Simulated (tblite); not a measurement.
Compound: C6H9NOSi.
Structure used (GFN2-xTB), in Å, numbered top down from 1:
```
atom  x, y, z in Å
N1     4.8489    1.6396    1.2424
C2     3.9446    1.1269    0.7580
C3     2.8385    0.4991    0.1603
C4     1.6509    0.3664    0.7626
C5     0.5246   -0.2992    0.0640
O6     0.6595   -0.8072   -1.0254
C7    -0.7751   -0.2874    0.8252
C8    -1.9132   -0.9423    0.0539
Si9   -2.4415    0.0317   -1.4991
H10    2.9805    0.1137   -0.8430
H11    1.4773    0.7434    1.7603
H12   -1.0150    0.7522    1.0678
H13   -0.5972   -0.8021    1.7770
H14   -2.7703   -1.0499    0.7212
H15   -1.6060   -1.9497   -0.2302
H16   -3.5776   -0.6741   -2.0937
H17   -2.8720    1.3614   -1.0435
H18   -1.3657    0.1839   -2.4694
```

Method: GFN2-xTB as coded in tblite; computed harmonic values from a numerical Hessian at the method's own geometry, unscaled. Against measured fundamentals such values can be off by several per cent, at times by over 20. Modes of hydrogen on silicon can be 10 to 20 % off. One conformer, not necessarily the lowest.

Harmonic wavenumbers (cm⁻¹): 26.5, 40.0, 78.4, 93.8, 119.7, 122.7, 210.4, 250.4, 280.0, 383.4, 414.1, 510.8, 525.9, 548.8, 563.5, 661.0, 699.4, 759.9, 769.0, 794.0, 795.9, 804.1, 916.1, 923.2, 982.6, 1007.9, 1067.1, 1094.0, 1109.6, 1177.8, 1202.7, 1265.4, 1288.5, 1323.1, 1436.9, 1470.7, 1621.7, 1731.2, 2211.9, 2264.5, 2328.1, 2364.4, 2916.2, 2952.2, 2976.0, 2995.8, 3043.5, 3083.3.

A = 4441, B = 487.7, C = 472.9 MHz; mass 139.045 u (most abundant isotopes); point group C1, symmetry number 1.

What is the zero-point energy?

½Σν̃ = 28103 cm⁻¹ = 336.18 kJ/mol.

Entropy at 273.15 K, 1 bar (ideal gas, RRHO, classical rotation)?

Translation 168.58, rotation 124.97, vibration 143.67: S = 437.2 J/(mol K).

And Cp and H(273.15 K) − H(0)?

Cp = 162.85 J/(mol K), of which vibrations give 129.60 (their classical limit is 48 R = 399.1); H(273.15 K) − H(0) = 28.14 kJ/mol without the zero-point energy, 19.06 from vibrations.

Which modes carry the vibrational entropy at 273.15 K?

26.5 cm⁻¹: 24.69; 40.0 cm⁻¹: 21.28; 78.4 cm⁻¹: 15.73; 93.8 cm⁻¹: 14.26; 119.7 cm⁻¹: 12.29; 122.7 cm⁻¹: 12.09 J/(mol K); the other 42 give 43.34 together.

Blend soft modes into free rotors: weight 1/[1 + (100 cm⁻¹/ν̃)⁴] for the oscillator and the rest for a rotor with moment μB/(μ + B), μ = h/(8π²ν), B = 10⁻⁴⁴ kg m². What vibrational entropy results?

125.97 J/(mol K) in place of 143.67, which changes −T·S at 273.15 K by +4.84 kJ/mol.

Hindered rotation and anharmonicity are outside this model. Other conformers, if any are populated, would add a mixing term that is left out. The structure is chiral; the term R ln 2 for an equal mix with its mirror image is left out.
